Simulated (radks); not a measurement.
Task: The table gives one normalised radial function P(r) = r R(r) of Te+ in [Kr] 4d10 5s2 5p3 (r in bohr). All-electron calculation, scalar-relativistic Kohn-Sham, PBEsol, spin-polarised, spherical densities, point nucleus; open shells are filled with parallel spins first (spin-orbit coupling, left out, can overturn this in heavy ions). Program: a radial shooting solver on a logarithmic mesh with Libxc functionals.

r         P
0.001285   0.0018
0.001979   0.0038
0.003048   0.0082
0.004658   0.0173
0.007175   0.0363
0.01105    0.0742
0.01702    0.1444
0.02622    0.2581
0.04039    0.3990
0.06221    0.4722
0.09506    0.2914
0.1464    -0.2471
0.2255    -0.7058
0.3474    -0.2518
0.5351     0.8922
0.8243     1.2319
1.27       0.5900
1.94       0.1106
2.989      0.0059
4.603      0.0001
7.091      0.0000

Which n and l does it have? It may be an empty orbital.

Result: n = 4, l = 1: the number of nodes gives n - l - 1 = 2, the rise at small r (about r^(l+1), flatter next to the nucleus through relativity) gives l, and the extent must fit the shell. The curve is that of 4p down; the table hardly tells the two spins apart. 4p down: eigenvalue -122.99 eV, 2 radial nodes at r = 0.123, 0.384 bohr, <r> = 0.821 bohr, 90 % of the charge inside 1.20 bohr.
